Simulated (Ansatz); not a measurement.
Mulliken charges of CH₃AlF₂Si (`F[C@@H]1[AlH][Si@@H]1F`) from ωB97M-V/def2-TZVPP in Ansatz (PBE0-D4/def2-TZVP geometry).

| atom | x (Å) | y (Å) | z (Å) | charge (e) |
| --- | --- | --- | --- | --- |
| F1 | -0.491 | 2.127 | 0.293 | -0.215 |
| C2 | -0.111 | 0.817 | 0.351 | -0.082 |
| Al3 | 1.447 | -0.353 | 0.382 | 0.224 |
| Si4 | -0.695 | -0.705 | -0.594 | 0.369 |
| F5 | -0.612 | -0.574 | -2.197 | -0.319 |
| H6 | -0.408 | 0.374 | 1.353 | 0.119 |
| H7 | 2.998 | -0.444 | 0.690 | -0.057 |
| H8 | -2.036 | -1.300 | -0.335 | -0.039 |

Question: By hand: the dipole of these point charges (1 e Å = 4.8032 D).

Answer: Σ q r = (0.238, -0.560, 0.610) e Å, of length 0.862 e Å = 4.14 D.

Question: How does the dipole of the full density compare? (An estimate is asked.)

Answer: Ansatz gave: (0.289, -0.320, 0.363) e Å, 2.71 D; the point charges give 1.53 times that, at 15° from its direction.

Point charges leave out the atoms' own dipoles, such as those of lone pairs, and Mulliken's split depends on the basis, so the two needn't agree.
